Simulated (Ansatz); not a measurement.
System: RbI, charge -1, multiplicity 2. SMILES of the parent species: [Rb][I]

Atoms: Rb1, I2. Bonds: Rb1-I2.

Bond lengths (Å) and angles (degrees) optimised at HF/STO-3G with Ansatz (a first-principles code); HF/LANL2DZ with Ansatz; B3LYP/LANL2DZ with Ansatz, each started from the B3LYP-D3(BJ)/def2-TZVP structure (Ansatz) of the last column. A row stands for all coordinates that are equal there.

| coordinate | HF/STO-3G | HF/LANL2DZ | B3LYP/LANL2DZ | B3LYP-D3(BJ)/def2-TZVP |
|---|---|---|---|---|
| Rb1-I2 | 3.571 | 3.668 | 3.629 | 3.493 |

Mean signed difference of all 1 bond lengths from B3LYP-D3(BJ)/def2-TZVP: HF/STO-3G 0.078 Å, HF/LANL2DZ 0.176 Å, B3LYP/LANL2DZ 0.137 Å.
